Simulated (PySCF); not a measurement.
Mg(SeH)(GeH3) (GeH₄MgSe), SMILES [GeH3][Mg][SeH].

The structure is a stationary point at PBE-D3(BJ)/def2-SVP. The structure was generated by enumeration; whether it is a known compound was not checked. The values are those of a single conformer.

Two levels are set side by side: PBE/def2-TZVPD (PySCF) and ωB97X/def2-TZVPD (PySCF). Same geometry, gas phase. Differences are taken from unrounded values.

| quantity | PBE |
|---|---|
| orbital gap (eV) | 3.69 |
| highest occupied level (eV) | -5.74 |
| lowest empty level (eV) | -2.05 |
| dipole moment (D) | 0.63 |
| mean polarisability (bohr³) | 109.9 |

### Question
These are the PBE values. What does ωB97X give? (Estimate from the structure and the level; the computed values follow.)

### Answer

```tsv
quantity	ωB97X	PBE minus ωB97X
orbital gap (eV)	9.32	-5.63
highest occupied level (eV)	-9.06	3.32
lowest empty level (eV)	0.26	-2.31
dipole moment (D)	0.71	-0.08
mean polarisability (bohr³)	101.3	8.6
```

PBE's occupied levels lie high since its potential decays too fast outside the molecule; exact exchange lowers them and widens the gap. PBE's more diffuse valence density responds more strongly to a field. Differences between two approximate levels are no errors against the true value.

Rough cost on one machine, each run with all the roots and properties that it gave: ωB97X against PBE within a factor of 2.
